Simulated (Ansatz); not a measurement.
Two isomers of C2H9NOSi: A = `CN(C)[SiH2]O`, B = `C[Si](C)(N)O`.

Calculated with Ansatz (gas phase, PBE0-D4/def2-TZVP geometries, no zero-point term in ΔE). CCSD(T)/CBS adds triple-zeta CCSD(T) − MP2 to the extrapolated MP2 energy (def2 sets, frozen cores). DFT in def2-TZVPP. B3LYP here is the variant with VWN-RPA as its local correlation; programs differ in this. One conformer a species, not always the lowest.

A:

Z-matrix (Å, degrees):
```
C
N 1 1.443
H 1 1.092 2 110.5
H 1 1.099 2 112.2 3 120.3
H 1 1.098 2 110.8 3 -119.4
C 2 1.441 1 113.8 3 177.2
Si 2 1.707 1 121.6 3 -14.6
H 6 1.100 2 112.3 1 61.5
H 6 1.092 2 110.5 1 -177.8
H 6 1.098 2 110.8 1 -58.5
O 7 1.652 2 117.3 1 -73.1
H 7 1.487 2 105.3 1 164.8
H 7 1.480 2 108.5 1 42.4
H 11 0.958 7 117.7 2 -68.5
```

B:

```xyz
14

C     1.2924    1.0011    0.6938
Si    0.0213   -0.2542    0.1721
C    -0.2941   -0.1873   -1.6654
N    -1.5156   -0.0769    0.9241
O     0.6878   -1.6951    0.6375
H     1.4251    0.9900    1.7787
H     2.2634    0.7868    0.2398
H     0.9923    2.0099    0.3997
H    -0.6755    0.7908   -1.9719
H     0.6316   -0.3701   -2.2166
H    -1.0206   -0.9442   -1.9730
H    -2.2847    0.3385    0.4261
H    -1.6100    0.0524    1.9180
H     0.0865   -2.4417    0.6371
```

(1) Which isomer does CCSD(T)/CBS put lower? Give the gap. (Estimate.)

(2) Give E(B) − E(A) in kJ/mol with B2PLYP, CCSD(T)/def2-TZVPP, ωB97M-V, HF/def2-TZVPP, PBE0-D4, B3LYP-D4, r2SCAN-D4. (Best estimate.)

Largest T1 diagnostic: 0.011.

Answers

(1) Ansatz gave: B, by 165.5 kJ/mol.

(2) The calculation gave: B2PLYP -159.7, CCSD(T)/def2-TZVPP -159.9, ωB97M-V -166.9, HF/def2-TZVPP -152.4, PBE0-D4 -162.5, B3LYP-D4 -157.3, r2SCAN-D4 -170.1. None reverses the order clearly.

From PBE to PBE0 (25 % exact exchange), in def2-TZVPP and without D4, E(B) − E(A) moves by −4.0 kJ/mol. In def2-TZVPP, CCSD(T) changes the Hartree–Fock value by −7.5 kJ/mol (the triples alone add +0.2 kJ/mol) and MP2 by −12.7 kJ/mol.
